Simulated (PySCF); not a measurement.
Species: BF3.
Atom-mapped SMILES: `[F:1][B:2]([F:3])[F:4]`

A GFN2-xTB structure was refined with PBE0-D3(BJ)/def2-SVP geometry optimisation, gas phase (PySCF). Its GFN2-xTB values:

```json
{"coordinate": "F1–B2", "GFN2-xTB": "1.290 Å"}
{"coordinate": "B2–F3", "GFN2-xTB": "1.285 Å"}
{"coordinate": "F1–B2–F3", "GFN2-xTB": "118.5°"}
```

Problem. How do these coordinates change at the PBE0-D3(BJ)/def2-SVP level?

Solution. 
| coordinate | PBE0-D3(BJ)/def2-SVP (Å or °) | change |
| --- | --- | --- |
| B2–F3 | 1.309 | +0.024 |
| F1–B2 | 1.310 | +0.020 |
| F1–B2–F3 | 120.2 | +1.7 |

The energy falls by 0.052 eV over 13 energy and gradient evaluations, the largest force component goes from 0.0280 to 3.0e-04 Eh/bohr, and the atoms move by 0.027 Å rms after alignment. The bond that changes most is B2–F3 (three-coordinate boron to boron-bound fluorine), which lengthens by 0.024 Å. Bonds longer at the end by more than 0.005 Å: 2 of 3; shorter: 0. Rotational constants go from 11021, 10208, 5299 to 10358, 10324, 5170 MHz.

The run used 56 basis functions and 71 SCF cycles in all.

No frequency check.
